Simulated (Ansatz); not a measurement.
Reactions of CH6OS2Si, SMILES `OC(S)S[SiH3]`.

Computed with Ansatz on PBE0-D4/def2-TZVP structures; ΔE is electronic, products minus reactants. CCSD(T)/CBS adds triple-zeta CCSD(T) − MP2 to the extrapolated MP2 energy (def2 sets, frozen cores). This one scheme is used for every species. Functionals use def2-TZVPP. One conformer a species, not always the lowest.

| reaction | CCSD(T)/CBS(def2) (kJ/mol) |
| --- | --- |
| `OC(S)S[SiH3]` + `OC(F)[SiH3]` → `FC([SiH3])O[SiH3]` + `OC(S)S` | -22 |
| `OC(S)S[SiH3]` + `[OH][Al]([OH])[Cl]` → `[OH][Al]([Cl])[O][SiH3]` + `OC(S)S` | -48 |
| `OC(S)S[SiH3]` + `[CH3][Al]([OH])[SiH3]` → `[CH3][Al]([SiH3])[O][SiH3]` + `OC(S)S` | -49 |
| `OC(S)S[SiH3]` + `OB(O)F` → `OB(F)O[SiH3]` + `OC(S)S` | ? |
| `OC(S)S[SiH3]` + `F[CH2][AlH][SiH3]` → `F[CH]([SiH3])[AlH][SiH3]` + `OC(S)S` | 66 |
| `OC(S)S[SiH3]` + `CC[Si]OC` → `CC[Si]O[SiH3]` + `CSC(O)S` | ? |
| `OC(S)S[SiH3]` + `CO[SiH](Cl)O[SiH3]` → `[SiH3]O[SiH](Cl)O[SiH3]` + `CSC(O)S` | -97 |
| `OC(S)S[SiH3]` + `CBOCO` → `OCOB[SiH3]` + `CSC(O)S` | ? |
| `OC(S)S[SiH3]` + acetylene → `C#CC(O)S` + `[SiH3]S` | -14 |
| `OC(S)S[SiH3]` + `C[SiH](O)O` → `C[Si](O)(O)[SiH3]` + `OC(S)S` | 76 |

(1) Fill in the missing values. (Best estimate.)

Largest T1 diagnostic: 0.014, for `OCOB[SiH3]`.

Results:

(1) Ansatz gave: `OC(S)S[SiH3]` + `OB(O)F` → `OB(F)O[SiH3]` + `OC(S)S`: -28.8 kJ/mol; `OC(S)S[SiH3]` + `CC[Si]OC` → `CC[Si]O[SiH3]` + `CSC(O)S`: -89.4 kJ/mol; `OC(S)S[SiH3]` + `CBOCO` → `OCOB[SiH3]` + `CSC(O)S`: +139.2 kJ/mol.
